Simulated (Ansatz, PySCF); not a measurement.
Gas-phase reaction in SMILES: N[SiH]N[SiH3] -> N[SiH-]N[SiH3] (an electron is taken up)
Geometries: B3LYP-D3(BJ)/def2-TZVP minima from Ansatz (a program for electronic structure), one conformer each, not searched for the lowest. Frequencies are from Ansatz or PySCF.
Geometry of the first species:
SMILES: N([SiH]N)[SiH3]
```xyz
11

N     -2.1659     1.0068     0.4227
Si    -1.1850    -0.2385    -0.2396
N      0.3799    -0.0955     0.4920
Si     1.9556    -0.3290    -0.1924
H     -3.1705     0.9566     0.4327
H     -1.8183     1.9330     0.6225
H     -0.9117    -0.1613    -1.7105
H      0.3536    -0.0013     1.5003
H      2.8875     0.7042     0.3232
H      1.8353    -0.2127    -1.6607
H      2.5391    -1.6536     0.1380
```
Charge 0, spin multiplicity 2.

Wanted: adiabatic electron affinity (0 K, with B3LYP-D3(BJ) harmonic zero-point energies), positive where the reaction releases energy, in eV. Correlated levels leave the core frozen unless marked. Open shells are spin-unrestricted. No spin-orbit coupling. Non-relativistic. Anions need diffuse functions: aug- sets have them; def2-D sets add few; the other sets have none. Basis-set limits of correlation are two-point, X^-3; Hartree-Fock from the larger set. [CCSD(T)-MP2]/basis is that difference in the basis named.

RI-MP2/CBS(aug-cc-pV(T+d)Z,aug-cc-pV(Q+d)Z)+[CCSD(T)-MP2]/aug-cc-pV(T+d)Z (Ansatz) gives 1.24 eV.

Task: Another calculation gave 1.24 eV. Which level was it?
(A) HSE06/def2-TZVPD (Ansatz)
(B) wB97M-V/def2-TZVPD (Ansatz)
(C) r2SCAN0/def2-TZVPD (Ansatz)

Result: B, wB97M-V/def2-TZVPD (Ansatz). The others give 1.03 (HSE06), 0.91 (r2SCAN0) eV.
